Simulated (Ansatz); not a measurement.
System: N-[methyl(methylamino)boranyl]methanamine, C3H11BN2, charge 0, multiplicity 1. 
Coordinates optimised at B3LYP-D3(BJ)/def2-TZVP (Ansatz, an electronic-structure program):
```
B
N 1 1.4192
H 2 1.0072 1 119.26
N 1 1.4205 2 119.19 3 0.00
H 4 1.0037 1 118.86 2 -180.00
C 2 1.4479 3 113.51 1 -180.00
H 6 1.0882 2 109.78 3 180.00
H 6 1.0953 7 107.52 2 122.10
H 6 1.0953 7 107.52 8 115.80
C 4 1.4487 5 115.07 1 180.00
H 10 1.0898 4 110.47 5 0.00
H 10 1.0962 11 107.31 4 -122.24
H 10 1.0962 11 107.31 12 -115.51
C 1 1.5854 2 121.48 3 -180.00
H 14 1.0923 1 112.13 2 -180.00
H 14 1.0939 15 107.12 1 123.04
H 14 1.0939 15 107.12 16 113.93
```
Charge 0, spin multiplicity 1.

Wanted: atomisation energy (electronic, to ground-state atoms); the coupled-cluster value holds the core correlation from cc-pwCVTZ, in kcal/mol. Correlated levels leave the core frozen unless marked. Open shells are spin-unrestricted. Spin-orbit coupling is left out. No relativistic terms. CBS(X,Y): correlation extrapolated as X^-3; Hartree-Fock from the larger set.

Level to compare with: CCSD(T)/CBS(cc-pVTZ,cc-pVQZ) plus the core term (Ansatz), 1585.2 kcal/mol. It is a level with limits of its own, and the differences hold the functionals' basis error too.

### Question
Rank these functionals by how close they come to CCSD(T)/CBS(cc-pVTZ,cc-pVQZ), closest first: r2SCAN0/def2-TZVPD (Ansatz); BLYP/def2-TZVPD (Ansatz); r2SCANh/def2-TZVPD (Ansatz).

### Answer
r2SCANh/def2-TZVPD (hybrid meta-GGA, 1573.0 kcal/mol, difference -12.2), BLYP/def2-TZVPD (GGA, 1569.4 kcal/mol, difference -15.8), r2SCAN0/def2-TZVPD (hybrid meta-GGA, 1562.7 kcal/mol, difference -22.5)
